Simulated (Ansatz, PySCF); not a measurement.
Species: sum formula H₄B₂O, charge 0, multiplicity 1. 
Geometry from a B3LYP-D3(BJ)/def2-TZVP (Ansatz, an electronic-structure program) optimisation:
SMILES: BOB
```xyz
7

O      0.0000     0.0000     0.0000
B     -1.1648    -0.6508     0.0037
H     -1.6766    -0.9097    -1.0426
H     -1.6484    -0.9481     1.0533
B      1.1648     0.6508    -0.0037
H      1.1514     1.8438     0.0183
H      2.1736     0.0140    -0.0289
```

Quantity: vertical triplet-singlet gap (E(triplet) - E(singlet); each state is the SCF solution reached for its spin; the molecule has degenerate orbitals, so one determinant may break the symmetry), in kcal/mol. Valence correlation only, unless marked. Open shells are spin-unrestricted. No spin-orbit coupling. No relativistic terms. 

```csv
level,program,vertical triplet-singlet gap (kcal/mol)
HF/aug-cc-pVDZ,Ansatz,139.7
HF/aug-cc-pVTZ,Ansatz,139.9
HF/aug-cc-pVQZ,Ansatz,139.9
PBE/def2-TZVPD,Ansatz,121.2
B3LYP/def2-TZVPD,Ansatz,130.0
BHLYP/def2-TZVPD,Ansatz,136.5
M06-2X/def2-TZVPD,PySCF,136.1
CAM-B3LYP/def2-TZVPD,Ansatz,132.4
wB97M-V/def2-TZVPD,Ansatz,135.1
MP2/aug-cc-pVDZ,Ansatz,139.3
RI-MP2/aug-cc-pVQZ,Ansatz,140.2
SCS-MP2/aug-cc-pVDZ,Ansatz,143.2
CCSD/aug-cc-pVDZ,Ansatz,139.5
CCSD(T)/aug-cc-pVDZ,Ansatz,138.4
```
